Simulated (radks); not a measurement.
Initial-state core-level shifts of neutral zinc when its valence configuration changes from [Ar] 3d10 4s2. Calculated with a radial shooting solver on a logarithmic mesh with Libxc functionals: scalar-relativistic Kohn-Sham, BLYP, spin-polarised, spherical densities, finite nucleus; open shells are filled with parallel spins first; Fermi nuclear charge, rms radius 3.9283 fm. Shifts are changes of the shell-averaged eigenvalues in eV (positive: less bound); the change of the density at the nucleus, which sets a Mossbauer isomer shift, is in e/bohr^3, on a base of 2.535e+04.

valence,1s,2s,2p,3p,density at nucleus
3d9 4s2 4p1,-9.024,-9.740,-9.668,-8.661,+7.749
3d10 4p2,-3.823,-3.611,-3.623,-3.825,-18.466
3d10 4s1.5 4p0.5,-1.107,-1.052,-1.055,-1.107,-3.937
3d8 4s2 4p2,-18.834,-20.528,-20.366,-17.682,+16.479
3d7 4s2 4p3,-29.517,-32.416,-32.152,-27.097,+26.187
3d9.5 4s2 4p0.5,-4.436,-4.758,-4.725,-4.303,+3.760
3d10 4s1 4p1,-1.966,-1.862,-1.868,-1.972,-8.417
3d8 4p4,-22.058,-23.648,-23.481,-20.855,-12.332
3d9 4p3,-12.114,-12.690,-12.620,-11.734,-15.936
